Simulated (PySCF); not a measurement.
## Two-component Hartree-Fock for Hg³⁵⁺ (mercury, charge +35)

Start: [Kr] 4d9; 4d3/2 filled at m_j = -3/2, -1/2, +1/2, +3/2; 4d5/2 filled at m_j = -3/2, -1/2, +1/2, +3/2, +5/2. Calculated with PySCF 2.14 in an uncontracted even-tempered set (17 s from 3.7 bohr⁻², ratio 2.8; 14 p from 4.8 bohr⁻², ratio 2.8; 9 d from 4.8 bohr⁻², ratio 2.8; 3 f from 22 bohr⁻², ratio 3): generalised Hartree-Fock with the X2C-1e Hamiltonian and a Gaussian nucleus; one run each with spin-orbit coupling (SO) switched off, then screened by Boettger's factors.

| spinor shell | electrons | ε, spin-free (eV) | ε, screened SO (eV) | weight of nominal j (screened SO) | rms radius, screened SO (bohr) |
| --- | --- | --- | --- | --- | --- |
| 1s1/2 | 2 | -84976.9 | -84943.5 | 1.000 | 0.0187 |
| 2s1/2 | 2 | -16380.5 | -16369.9 | 1.000 | 0.0756 |
| 2p1/2 | 2 | -14333.7 | -15738.6 | 1.000 | 0.0640 |
| 2p3/2 | 4 | -14333.7 | -13785.7 | 1.000 | 0.0721 |
| 3s1/2 | 2 | -5022.2 | -5018.7 | 1.000 | 0.192 |
| 3p1/2 | 2 | -4420.6 | -4738.4 | 1.000 | 0.183 |
| 3p3/2 | 4 | -4420.6 | -4293.8 | 1.000 | 0.199 |
| 3d3/2 | 4 | -3781.8 | -3837.9 | 1.000 | 0.174 |
| 3d5/2 | 6 | -3781.8 | -3741.8 | 1.000 | 0.178 |
| 4s1/2 | 2 | -2093.0 | -2091.9 | 1.000 | 0.398 |
| 4p1/2 | 2 | -1870.6 | -1967.1 | 1.000 | 0.400 |
| 4p3/2 | 4 | -1870.6 | -1831.3 | 1.000 | 0.429 |
| 4d3/2 | 4 | -1617.5 | -1633.6 | 0.996 | 0.419 |
| 4d5/2 | 5 | -1617.5 | -1606.0 | 0.997 | 0.427 |

| quantity | spin-free | screened SO |
| --- | --- | --- |
| E (hartree) | -18929.21367 | -18961.72833 |
| M_J | 5/2 | 5/2 |
| ⟨J²⟩ | 8.750 | 8.750 |
| ⟨L²⟩ | 6.000 | 6.119 |
| ⟨S²⟩ | 0.750 | 0.868 |

Each row is a mean over spinors that exchange with the open shell spreads, by up to 15.863 eV (4p3/2).

Breit and QED terms are absent; they matter most for the inner s and p1/2 levels.

Densities and radii are taken from the X2C orbitals without a picture-change correction, which distorts them close to the nucleus.

Without spin-orbit coupling the j labels of p, d and f shells carry no meaning; the spin-free column gives the mean over the occupied spinors of each nl shell.
